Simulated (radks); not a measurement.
Q: The table gives one normalised radial function P(r) = r R(r) of Nb5+ in [Kr] (r in bohr). All-electron calculation, non-relativistic Kohn-Sham, exchange-only LDA, spin-polarised, spherical densities, point nucleus; relativity is left out, which matters for an element this heavy. Program: a radial shooting solver on a logarithmic mesh with Libxc functionals.

r	P
0.001227	0.0337
0.001585	0.0429
0.002048	0.0543
0.002645	0.0684
0.003417	0.0856
0.004413	0.1059
0.005747	0.1301
0.007423	0.1561
0.009589	0.1827
0.01239	0.2068
0.016	0.2231
0.02067	0.2241
0.0267	0.1998
0.03449	0.1400
0.04455	0.0383
0.05755	-0.1005
0.07494	-0.2558
0.0968	-0.3650
0.125	-0.3629
0.1615	-0.1954
0.2086	0.1202
0.2695	0.4541
0.3482	0.5951
0.4497	0.3807
0.5809	-0.1533
0.7504	-0.7464
0.9694	-1.0738
1.262	-0.9821
1.63	-0.6236
2.106	-0.2710
2.721	-0.0755
3.514	-0.0122

Which n and l does it have? It may be an empty orbital.

A: n = 4, l = 0: the number of nodes gives n - l - 1 = 3, the rise at small r (about r^(l+1)) gives l, and the extent must fit the shell. The curve is that of 4s. 4s: eigenvalue -114.38 eV, 3 radial nodes at r = 0.0481, 0.191, 0.545 bohr, <r> = 1.15 bohr, 90 % of the charge inside 1.66 bohr.
